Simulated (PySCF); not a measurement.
Job file and geometry (Å, from GFN2-xTB) of an NMR shielding run on SMILES N#CC[SiH2]C[C@H](F)[SiH3], C4H10FNSi2, GIAO PBE0/pcSseg-1 NMR shielding, non-relativistic, gas phase in PySCF 2.14.0, density-fitted response routines; density fitting, a coarse starting grid and PySCF grid level 2 are the driver's defaults:

```
$ OMP_NUM_THREADS=1 python probes_run.py task.json out

{"job": {"kind": "nmr", "xc": "PBE0", "basis": "pcSseg-1"}, "charge": 0, "multiplicity": 1}
N     -2.834487     1.662597     1.315646
C     -2.633764     0.617436     0.893072
C     -2.346445    -0.663171     0.334118
Si    -1.247259    -0.463751    -1.228171
C      0.330851     0.492647    -0.739365
C      1.379707    -0.407083    -0.100875
F      0.743593    -1.261010     0.808781
Si     2.762625     0.534019     0.846572
H     -1.831782    -1.264282     1.084909
H     -3.283879    -1.158063     0.079759
H     -1.987142     0.302118    -2.235813
H     -0.925058    -1.806461    -1.718763
H      0.783523     0.965681    -1.609490
H      0.059421     1.292354    -0.046922
H      1.790884    -1.082720    -0.860697
H      2.117398     1.335502     1.882438
H      3.447666     1.369955    -0.139640
H      3.665389    -0.459450     1.422785
```

Problem. Write the output of this run.

Solution. 
```
coarse grid: 15944 points
cycle   1  E = -891.2165054611  dE =  6.186e-01  |g| = 6.142e-01  |ddm| = 3.769e+00
cycle   2  E = -891.0743615243  dE =  1.421e-01  |g| = 1.051e+00  |ddm| = 1.346e+00
cycle   3  E = -891.2878584452  dE = -2.135e-01  |g| = 2.009e-01  |ddm| = 8.871e-01
cycle   4  E = -891.2958562274  dE = -7.998e-03  |g| = 6.410e-02  |ddm| = 1.649e-01
cycle   5  E = -891.2966098060  dE = -7.536e-04  |g| = 1.737e-02  |ddm| = 5.347e-02
cycle   6  E = -891.2966643984  dE = -5.459e-05  |g| = 3.912e-03  |ddm| = 1.542e-02
cycle   7  E = -891.2966676448  dE = -3.246e-06  |g| = 9.447e-04  |ddm| = 3.986e-03
final grid: 145000 points
cycle   8  E = -891.3488002673  dE = -3.348e-05  |g| = 8.046e-03  |ddm| = 2.622e-02
cycle   9  E = -891.3487893298  dE =  1.094e-05  |g| = 1.096e-02  |ddm| = 1.527e-02
cycle  10  E = -891.3488155783  dE = -2.625e-05  |g| = 1.056e-03  |ddm| = 8.256e-03
cycle  11  E = -891.3488157568  dE = -1.785e-07  |g| = 2.726e-04  |ddm| = 9.665e-04
cycle  12  E = -891.3488157687  dE = -1.186e-08  |g| = 5.769e-05  |ddm| = 2.303e-04
cycle  13  E = -891.3488157694  dE = -7.128e-10  |g| = 1.616e-05  |ddm| = 7.637e-05
converged SCF energy = -891.3488157694

GIAO shielding tensors (ppm)
atom      isotropic    diamagn.    paramagn.     s11        s22        s33       span
  0 N      -28.043     340.972    -369.014   -203.215   -185.001    304.088    507.303
  1 C       63.907     261.727    -197.820    -52.590    -47.323    291.634    344.224
  2 C      186.947     255.343     -68.396    178.236    186.057    196.547     18.312
  3 Si     386.068     880.982    -494.914    351.994    390.582    415.627     63.633
  4 C      167.623     257.331     -89.708    147.525    167.993    187.352     39.828
  5 C       95.835     246.475    -150.640     47.040     76.901    163.563    116.523
  6 F      411.371     478.527     -67.155    366.957    404.550    462.607     95.650
  7 Si     416.284     880.068    -463.784    378.631    411.746    458.475     79.844
  8 H       29.716      31.927      -2.211     25.783     27.963     35.401      9.618
  9 H       30.103      26.159       3.944     24.616     27.835     37.857     13.242
 10 H       27.306      29.529      -2.223     23.582     25.408     32.928      9.345
 11 H       27.301      29.901      -2.600     24.059     25.333     32.512      8.453
 12 H       30.741      33.224      -2.483     25.811     29.183     37.229     11.418
 13 H       29.579      36.358      -6.780     25.467     30.017     33.251      7.784
 14 H       26.575      31.342      -4.767     24.141     25.947     29.637      5.496
 15 H       27.732      29.861      -2.129     24.321     27.100     31.776      7.454
 16 H       27.895      28.966      -1.071     24.517     26.216     32.953      8.435
 17 H       27.536      28.653      -1.117     23.992     25.464     33.152      9.160
```

Size and cost of the density-fitted run: 200 basis functions, 62 s wall time on 1 thread of an Arm Neoverse N1, shared host; peak memory 0.89 GiB.
